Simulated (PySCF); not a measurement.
# Computed data sheet: `[AlH2][c]1ccccc1`

C₆H₇Al.
Numbering: `[AlH2:1][c:2]1[cH:3][cH:4][cH:5][cH:6][cH:7]1` (hydrogens: H8, H9 on Al1; H10 on C3; H11 on C4; H12 on C5; H13 on C6; H14 on C7)

Among its groups: benzene ring.

PBE0-D3(BJ)/def2-SVP geometry optimisation, gas phase (PySCF):

```yaml
Point_group: C2v
Rotational_constants_A_B_C: 5.467, 1.502, 1.178 GHz
```

**wB97X-D/def2-SVPD ground state, ΔSCF and vertical TDDFT (core frozen in the response) (PySCF)**

```yaml
Dipole_moment: 1.00 D
HOMO_energy: -9.18 eV
LUMO_energy: -0.02 eV
HOMO–LUMO_gap: 9.16 eV
Lowest_singlet_excitation: 5.07 eV (245 nm, f = 0.008)
Strongest_line_among_the_10_lowest_singlet_transitions: S7 at 6.50 eV (191 nm, f = 0.239)
Lowest_triplet_excitation_Tamm–Dancoff: 4.00 eV
Static_isotropic_polarisability: 97.7 au
Vertical_ionisation_energy: 9.26 eV
Electronic_spatial_extent_⟨r²⟩_about_the_centre_of_nuclear_charge: 980 bohr²
```

From PBE0/pcSseg-1 ground state and GIAO shieldings, non-relativistic (PySCF):

```yaml
Lowest_Hirshfeld_atomic_charge: -0.17 e on H8/H9
Highest_Hirshfeld_atomic_charge: +0.50 e on Al1
13C_chemical_shifts_computed_TMS_as_zero_by_class: 148.7 (C2), 145.5 (C3/C7), 137.6 (C5), 133.3 (C4/C6) ppm
1H_chemical_shifts_computed_TMS_as_zero_by_class: 8.05 (H10/H14), 7.59 (H12), 7.55 (H11/H13), 5.53 (H8/H9) ppm
Isotropic_shieldings_of_nuclei_other_than_C_and_H_by_class: 295 (Al1) ppm
Mayer_bond_orders_between_heavy_atoms: Al1–C2 0.87, C2–C3 1.37, C3–C4 1.44, C4–C5 1.42, C5–C6 1.42, C6–C7 1.44, C7–C2 1.37
```

From delta-SCF UKS SCAN, pcX-2 on the ionised atom, pcseg-1 elsewhere, spin-free X2C (PySCF):

```yaml
Core_binding_energies: C1s 289.4 (C2), C1s 290.2 (C3/C7), C1s 290.2 (C4/C6), C1s 290.3 (C5), Al1s 1566.5 (Al1) eV
```

Monoisotopic mass from the formula: 106.0363 u.

The largest Löwdin shares of the HOMO are 0.20 on C4, 0.20 on C6, 0.20 on C7 and 0.20 on C3. The dipole matches unit charges of opposite sign 0.21 Å apart (1 e·Å = 4.8032 D). No computed singlet falls in the visible range (750 to 380 nm, 1.65 to 3.26 eV); S1 lies 1.81 eV above its blue end. The vertical singlet–triplet gap S1 − T1 is 1.07 eV (TDDFT singlet less Tamm–Dancoff triplet; S1: HOMO→LUMO, weight 0.69; T1: HOMO−1→LUMO, weight 0.53). The ΔSCF ionisation energy exceeds −ε(HOMO) by 0.08 eV with wB97X-D. A dipole of 1.00 D is allowed in C2v, and pure rotational transitions are dipole-allowed.

For the geometry optimisation (PBE0-D3(BJ)/def2-SVP), the run took 2.1 min wall on one thread of an AMD EPYC 7571, shared host, and the process peaked at 0.54 GiB of memory.
